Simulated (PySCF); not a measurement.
# Ne (neon, neutral) across methods

[Ne], closed-shell 1S. Computed with PySCF 2.14 in aug-cc-pV5Z (7s6p5d4f3g2h, 127 functions), with no relativity, point nucleus. The B2PLYP total includes its PT2 part (frozen core); its orbital energies are those of the SCF part.

```json
{"method": "PBEsol", "E (hartree)": "-128.5252", "mean ε 1s (eV)": "-827.15", "mean ε 2s (eV)": "-36.075", "mean ε 2p (eV)": "-13.284", "Σ⟨r²⟩ (bohr²)": "9.830", "⟨S²⟩": "0.000"}
{"method": "TPSSh", "E (hartree)": "-128.9715", "mean ε 1s (eV)": "-840.04", "mean ε 2s (eV)": "-38.736", "mean ε 2p (eV)": "-14.547", "Σ⟨r²⟩ (bohr²)": "9.691", "⟨S²⟩": "0.000"}
{"method": "LDA", "E (hartree)": "-128.2329", "mean ε 1s (eV)": "-824.63", "mean ε 2s (eV)": "-35.997", "mean ε 2p (eV)": "-13.553", "Σ⟨r²⟩ (bohr²)": "9.852", "⟨S²⟩": "0.000"}
{"method": "B2PLYP", "E (hartree)": "-128.9371", "mean ε 1s (eV)": "-863.23", "mean ε 2s (eV)": "-45.016", "mean ε 2p (eV)": "-18.750", "Σ⟨r²⟩ (bohr²)": "9.574", "⟨S²⟩": "0.000"}
{"method": "r2SCAN", "E (hartree)": "-128.9341", "mean ε 1s (eV)": "-836.65", "mean ε 2s (eV)": "-38.257", "mean ε 2p (eV)": "-13.981", "Σ⟨r²⟩ (bohr²)": "9.634", "⟨S²⟩": "0.000"}
{"method": "PBE0", "E (hartree)": "-128.8712", "mean ε 1s (eV)": "-845.22", "mean ε 2s (eV)": "-40.563", "mean ε 2p (eV)": "-15.997", "Σ⟨r²⟩ (bohr²)": "9.660", "⟨S²⟩": "0.000"}
{"method": "PBE", "E (hartree)": "-128.8658", "mean ε 1s (eV)": "-829.63", "mean ε 2s (eV)": "-36.279", "mean ε 2p (eV)": "-13.348", "Σ⟨r²⟩ (bohr²)": "9.834", "⟨S²⟩": "0.000"}
```

(1) Estimate the same row for UHF.

Results:

(1) E (hartree) = -128.54679; mean ε 1s (eV) = -891.79; mean ε 2s (eV) = -52.530; mean ε 2p (eV) = -23.142; Σ⟨r²⟩ (bohr²) = 9.374; ⟨S²⟩ = 0.000.
